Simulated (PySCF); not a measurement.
Match the calculated data to a structure.

All candidates are C6H8O2.

* UV, strongest line: among the 8 lowest singlet transitions: S2 at 6.23 eV (199 nm, f = 0.269) [TDDFT PBE0/def2-SVPD]
* Polarisability: 82.1 au [PBE0/def2-SVPD]
* Dipole: 1.76 D [PBE0/def2-SVPD]
* UV, first state: lowest singlet excitation: 5.78 eV (214 nm, f = 0.001) [TDDFT PBE0/def2-SVPD]
* Rotational structure: rotational constants A, B, C: 7.177, 0.918, 0.848 GHz [GFN2-xTB]
* Triplet: lowest triplet excitation (Tamm–Dancoff): 4.23 eV [TDA PBE0/def2-SVPD]

The electronic properties come from PySCF, for the isolated species, density fitting. Levels stand in brackets. Geometry: GFN2-xTB, one conformer, isolated molecule.

Question: Which candidate is it?
A. `C=CCC(=O)OC=C`
B. `CCC1=COC=CO1`
C. `O=C1C=C[C@H](O)CC1`
D. `O=COCC1=CCC1`

Answer: A. It is `C=CCC(=O)OC=C`. Numbering: `[CH2:1]=[CH:2][CH2:3][C:4](=[O:5])[O:6][CH:7]=[CH2:8]`. Its formula, C6H8O2, gives 3 degrees of unsaturation: 0 rings and 3 π bonds in the structure found. The optimised geometry has point group C1 and is an asymmetric top.

The others, at the same levels:
- `CCC1=COC=CO1` fails: its computed lowest singlet excitation is 4.12 eV (301 nm, f = 0.002) (against 5.78 eV), lowest triplet excitation (Tamm–Dancoff) is 3.09 eV (against 4.23 eV) and strongest line among the 8 lowest singlet transitions is S2 at 4.91 eV (253 nm, f = 0.014) (against S2 at 6.23 eV).
- `O=C1C=C[C@H](O)CC1` fails: its computed lowest singlet excitation is 3.65 eV (339 nm, f = 0.000) (against 5.78 eV), lowest triplet excitation (Tamm–Dancoff) is 3.14 eV (against 4.23 eV) and static isotropic polarisability is 76.2 au (against 82.1 au).
- `O=COCC1=CCC1` fails: its computed static isotropic polarisability is 74.6 au (against 82.1 au), rotational constant A is 4.619 GHz (against 7.177 GHz) and smallest rotational constant is 1.183 GHz (against 0.848 GHz).

Each candidate is one conformer, not necessarily the lowest. Dipoles, sizes and rotational constants follow the conformer. The torsions of the flexible species, by atom-mapped SMILES:
- `[CH2:1]=[CH:2][CH2:3][C:4](=[O:5])[O:6][CH:7]=[CH2:8]`: C1–C2–C3–C4 -124°, C2–C3–C4–O5 -12°, C3–C4–O6–C7 180°, C4–O6–C7–C8 -178°
- `[CH3:1][CH2:2][C:3]1=[CH:4][O:5][CH:6]=[CH:7][O:8]1`: C1–C2–C3–C4 106°
- `[O:1]=[CH:2][O:3][CH2:4][C:5]1=[CH:6][CH2:7][CH2:8]1`: O1–C2–O3–C4 -2°, C2–O3–C4–C5 -81°, O3–C4–C5–C6 -2°

The conformers of `O=C1C=C[C@H](O)CC1` aren't listed.
